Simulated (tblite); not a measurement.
C₅H₇F₃N (doublet state).
Numbering: `[F:1][C:2]([F:3])([F:4])[C@@H:5]1[CH2:6][CH:7][CH2:8][NH:9]1` (hydrogens: H10 on C5; H11, H12 on C6; H13 on C7; H14, H15 on C8; H16 on N9)

Computed with GFN2-xTB (tblite), gas phase: L-BFGS steps from a force-field or distance-geometry start until the largest atomic force falls under 0.01 eV/Å.

Step 31: E = -852.5304 eV
```
atom  x, y, z in Å  |  force x, y, z in eV/Å
F1      1.7059   -0.8796   -1.1812   -0.075  -0.055  -0.023
C2      1.8541    0.0860   -0.2599    0.148  -0.009  -0.067
F3      2.7756   -0.3610    0.6041   -0.043  -0.020   0.124
F4      2.4182    1.1182   -0.9088   -0.014   0.058   0.062
C5      0.5353    0.4646    0.4002    0.116   0.010  -0.041
C6     -0.1827   -0.7835    0.9704   -0.064  -0.002  -0.045
C7     -1.4484   -0.8215    0.2065    0.047   0.097  -0.007
C8     -1.6375    0.4357   -0.5469   -0.100  -0.083   0.015
N9     -0.3321    1.0827   -0.5948   -0.053   0.122   0.016
H10     0.7631    1.2034    1.1815    0.028  -0.072   0.011
H11    -0.3597   -0.6785    2.0488    0.050   0.035  -0.014
H12     0.4053   -1.6995    0.8411    0.038   0.046  -0.022
H13    -2.1878   -1.5823    0.3031   -0.113  -0.119   0.043
H14    -2.0633    0.2851   -1.5451    0.057   0.002   0.030
H15    -2.3266    1.1152   -0.0114   -0.031  -0.001  -0.005
H16     0.0730    1.0241   -1.5191    0.008  -0.010  -0.078
```

Step 32: E = -852.5327 eV
```
atom  x, y, z in Å  |  force x, y, z in eV/Å
F1      1.7009   -0.8734   -1.1893   -0.065   0.000  -0.001
C2      1.8539    0.0878   -0.2626    0.112  -0.002  -0.035
F3      2.7799   -0.3652    0.5938   -0.050  -0.012   0.115
F4      2.4130    1.1273   -0.9050   -0.011   0.017   0.054
C5      0.5364    0.4644    0.4064    0.107  -0.032  -0.057
C6     -0.1818   -0.7881    0.9700   -0.007  -0.004  -0.039
C7     -1.4530   -0.8190    0.2150   -0.169  -0.063   0.044
C8     -1.6347    0.4289   -0.5567   -0.100  -0.057  -0.018
N9     -0.3330    1.0871   -0.5849   -0.039   0.079  -0.034
H10     0.7675    1.1983    1.1939    0.016  -0.104  -0.041
H11    -0.3454   -0.6985    2.0528    0.041   0.037  -0.054
H12     0.4057   -1.7037    0.8212    0.014   0.076  -0.004
H13    -2.2213   -1.5570    0.3583    0.121   0.112  -0.007
H14    -2.0317    0.2563   -1.5665    0.053   0.033   0.107
H15    -2.3456    1.1124   -0.0485    0.029  -0.076  -0.058
H16     0.0816    1.0514   -1.5093   -0.052  -0.002   0.031
```

**Question.** Estimate the geometry and energy of step 33. (The exact step hangs on the optimiser's Hessian estimate; all steps are aligned on step 32, rigid shifts and turns removed.)

**Answer.** E = -852.5350 eV, largest force 0.105 eV/Å
```
atom  x, y, z in Å  |  force x, y, z in eV/Å
F1      1.7012   -0.8769   -1.1879   -0.026   0.024   0.008
C2      1.8564    0.0866   -0.2633    0.033   0.002   0.000
F3      2.7774   -0.3649    0.5994   -0.039  -0.012   0.074
F4      2.4140    1.1269   -0.9044    0.017  -0.005   0.038
C5      0.5379    0.4648    0.4034    0.038  -0.029  -0.054
C6     -0.1832   -0.7863    0.9685    0.019   0.015  -0.042
C7     -1.4541   -0.8199    0.2138   -0.057  -0.005   0.024
C8     -1.6370    0.4294   -0.5535   -0.019  -0.019   0.001
N9     -0.3337    1.0884   -0.5876   -0.029   0.030   0.004
H10     0.7676    1.1971    1.1924    0.022  -0.090  -0.050
H11    -0.3488   -0.6904    2.0498    0.045   0.023  -0.032
H12     0.4066   -1.7002    0.8237    0.011   0.050   0.002
H13    -2.2135   -1.5642    0.3453    0.037   0.035   0.011
H14    -2.0361    0.2625   -1.5603    0.010   0.020   0.042
H15    -2.3401    1.1121   -0.0381   -0.018  -0.039  -0.043
H16     0.0777    1.0440   -1.5127   -0.043   0.001   0.016
```

The energy changes by -0.0023 eV. The first-order estimate −F·Δx gives -0.0034 eV and the mean of the old and new forces, exact on a quadratic surface, -0.0023 eV. The step makes an angle of 74° with the force vector and moves no atom by more than 0.017 Å.

What follows is the cost of the whole relaxation. Time: 1.2 s wall. Hardware: one thread of an Arm Neoverse N1, shared host with 64 logical CPUs at a one-minute load of 56.
